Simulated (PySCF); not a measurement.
## Spectroscopy problems

[PySCF 2.14: GFN2-xTB structure; shielding tensors at PBE0/pcSseg-1 (GIAO); couplings computed with B3LYP/pcJ-1 (spin–dipole term left out of most H,H and C,H couplings); averaged over atoms made equivalent by symmetry, fast rotation or ring inversion; one computed conformer; relativity neglected; no solvent]

Shifts are taken against calculated references (same method and geometry level): $^{1}$H (σref 31.72), $^{13}$C (σref 186.93) vs TMS. Multiplet labels drop J under 1 Hz and among equivalent protons, and merge close values. Unscaled 3J(H,H) run several per cent high. Vicinal couplings that depend on rotamer populations or ring flexing (ring, CH–CH, X–H and H–F types) are those of the one conformer. One-bond C–F couplings are unscaled and too large by tens of Hz. Shifts are as computed. Against solution values, carbons near 30 ppm lie about +3 ppm off and those near 130 ppm about +5 ppm. Of 1211 compounds with measured shifts, 218 miss one by over three times the rms of a fit or turn the order of signals round; such compounds aren't used in these exercises.

Question: C4H6O2. $^{1}$H NMR (300 MHz, computed): δ 6.98 (m, 1H), 6.30 (m, 1H), 6.21 (m, 1H), 3.92 (s, 3H). $^{13}$C{$^{1}$H} NMR (computed): δ 173.2 (C), 140.6 (CH2), 136.2 (CH), 53.7 (CH3). Identify the compound.

Answer: `C=CC(=O)OC`. The formula gives 2 degrees of unsaturation (no ring in the answer). 4 carbon signals for 4 carbons: no two carbons are equivalent. Carbon types of the structure: 1 × C, 1 × CH, 1 × CH2, 1 × CH3, which accounts for all hydrogens. δC 173.2: ester carbonyl carbon; it is a carbonyl in resonance with an O or N lone pair, the region of acids, esters and amides. δC 140.6: β carbon of a C=C–C=O unit; conjugation with the carbonyl draws π density from the β position. δC 136.2: α carbon of a C=C–C=O unit; as expected for a trigonal carbon in a double bond. δH 6.30: hydrogen on an α carbon of a C=C–C=O unit; attached to an sp2 carbon and in the plane of the double bond.

The shifts were computed for this structure.

Question: C4HF4N. $^{1}$H NMR (400 MHz, computed): δ 6.70 (tdd, J = 56.3, 9.4, 1.5 Hz, 1H). $^{13}$C{$^{1}$H} NMR (computed): δ 172.2 (C, ddt, J = 354.2, 48.2, 29.3 Hz), 139.2 (C, dd, J = 333.1, 46.6 Hz), 118.3 (CH, tdd, J = 307.0, 48.6, 2.6 Hz), 113.4 (C, dd, J = 37.3, 9.8 Hz). Identify the compound.

Answer: `InChI=1S/C4HF4N/c5-2(1-9)3(6)4(7)8/h4H/b3-2+`. Rings plus π bonds: 3 (no ring in the answer). 4 carbon signals for 4 carbons: no two carbons are equivalent. Carbon types of the structure: 3 × C, 1 × CH, which accounts for all hydrogens. δC 172.2, 139.2: fully substituted alkene carbon. δC 118.3: allylic sp3 CH bonded to 2 F; 2 electronegative neighbours deshield it. δC 113.4: nitrile carbon; this is the usual window of a C≡N carbon, which has no attached hydrogen. δH 6.70: hydrogen on an allylic sp3 CH bonded to 2 F; its carbon carries F, which withdraws density.

This is the structure that produced the data.
